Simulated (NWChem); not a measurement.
**Basis-set dependence for Se (+1)**

```xyz
1

Se     0.0000     0.0000     0.0000
```
Charge +1, spin multiplicity 4.

Program: NWChem.

Hartree-Fock energies in Ha, correlation energies in mHa.

The Hamiltonian is non-relativistic. The correlated methods keep 9 core orbitals frozen. The stability of the SCF solutions was not checked. Open-shell Hartree-Fock references start from PBE0 orbitals. Coupled-cluster values serve here as a point of comparison, not as the truth.

```json
[
 {"basis": "STO-3G", "functions": "18", "UHF": "-2373.29984", "UMP2": "not run", "SCS-UMP2": "not run", "CCSD on ROHF": "not run", "CCSD[T] on ROHF": "not run", "CCSD(T) on ROHF": "not run", "CCSD on UHF": "not run", "CCSD[T] on UHF": "not run", "CCSD(T) on UHF": "not run"},
 {"basis": "def2-SVP", "functions": "32", "UHF": "-2399.21494", "UMP2": "-172.0", "SCS-UMP2": "-156.4", "CCSD on ROHF": "-180.5", "CCSD[T] on ROHF": "-183.7", "CCSD(T) on ROHF": "-183.5", "CCSD on UHF": "-179.6", "CCSD[T] on UHF": "-182.8", "CCSD(T) on UHF": "-182.6"},
 {"basis": "def2-TZVP", "functions": "48", "UHF": "-2399.51162", "UMP2": "-187.1", "SCS-UMP2": "-170.4", "CCSD on ROHF": "-195.8", "CCSD[T] on ROHF": "-201.7", "CCSD(T) on ROHF": "-201.4", "CCSD on UHF": "-194.8", "CCSD[T] on UHF": "-200.3", "CCSD(T) on UHF": "-200.1"},
 {"basis": "def2-QZVP", "functions": "75", "UHF": "-2399.55914", "UMP2": "-249.5", "SCS-UMP2": "-226.7", "CCSD on ROHF": "-252.1", "CCSD[T] on ROHF": "-259.3", "CCSD(T) on ROHF": "-258.9", "CCSD on UHF": "-250.9", "CCSD[T] on UHF": "-257.7", "CCSD(T) on UHF": "-257.4"}
]
```

From def2-TZVP to def2-QZVP the Hartree-Fock energy moves by -47.5 mHa and the UMP2 correlation energy by -62.4 mHa, which is 25 % of its value in the larger set.
